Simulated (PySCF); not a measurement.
# NaBr: frontier orbitals

RHF at R = 2.515 Å; Na def2-TZVPP, Br def2-TZVPP; no relativity (PySCF 2.14). State: ¹Σ⁺ (singlet), closed shell. Only the outer orbitals are listed, counted within each symmetry.

| orbital | occ. | ε (eV) | on Na (%) | main shells (%) |
| --- | --- | --- | --- | --- |
| 9σ | 2 | -42.27 | 100 | 100 Na p |
| 4π | 2 | -42.27 | 100 | 100 Na p |
| 4π | 2 | -42.27 | 100 | 100 Na p |
| 10σ | 2 | -24.01 | 3 | 97 Br s |
| 11σ | 2 | -9.48 | 6 | 94 Br p |
| 5π | 2 | -8.98 | 3 | 97 Br p |
| 5π | 2 | -8.98 | 3 | 97 Br p |
| 12σ | 0 | -0.49 | 99 | 73 Na s, 26 Na p |
| 6π | 0 | 1.22 | 101 | 100 Na p |
| 6π | 0 | 1.22 | 101 | 100 Na p |

Q: Which are the highest filled and the lowest empty level, where do they sit, and how wide is the gap?

A: Highest filled 5π at -8.98 eV (in %: 97 Br p); lowest empty 12σ at -0.49 eV (in %: 73 Na s, 26 Na p); the gap at RHF is 8.49 eV.

The bond order (Mayer) is 0.53. The ⟨S²⟩ is 0.000. The charge on Na (Mulliken, basis-dependent) is 0.72 and the charge on Na (Löwdin, basis-dependent) is 0.25. The dipole moment (positive dipole means Na(−)Br(+)) is -9.43 D. The polarisability along the bond is 36.9 bohr³ and the polarisability across the bond is 28.7 bohr³.

Shares are Mulliken populations and can fall outside 0 to 100 %.
